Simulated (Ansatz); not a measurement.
Z-matrix (Å, degrees):
```
N
Ga 1 1.822
H 1 1.006 2 125.5
H 1 1.006 2 123.4 3 179.8
B 2 2.090 1 120.0 3 0.1
H 2 1.576 1 112.7 3 -179.9
S 5 1.822 2 122.9 1 0.4
N 5 1.396 2 120.2 1 -179.6
H 7 1.339 5 97.9 2 0.1
H 8 1.005 5 122.4 2 -0.0
H 8 1.008 5 124.3 2 -180.0
```

The species carries charge 0 and has multiplicity 1.

(1) List the PBE/def2-TZVPP orbital energies in eV (Ansatz). (An estimate is asked.)

Results:

(1) The calculation gave: Occupied: -10092.81, -2395.53, -1232.75, -1092.46, -1092.36, -1092.35, -380.73, -379.82, -208.51, -177.33, -154.66, -154.54, -154.46, -142.52, -97.14, -96.87, -96.84, -21.84, -20.66, -19.13, -19.05, -19.03, -18.93, -18.71, -18.05, -12.91, -12.88, -11.57, -10.95, -9.86, -8.68, -7.86, -7.72, -6.05, -5.98, -5.87. Lowest empty: -1.94, -0.64, -0.11, 0.45, 0.86, 1.00, 1.35, 1.96.
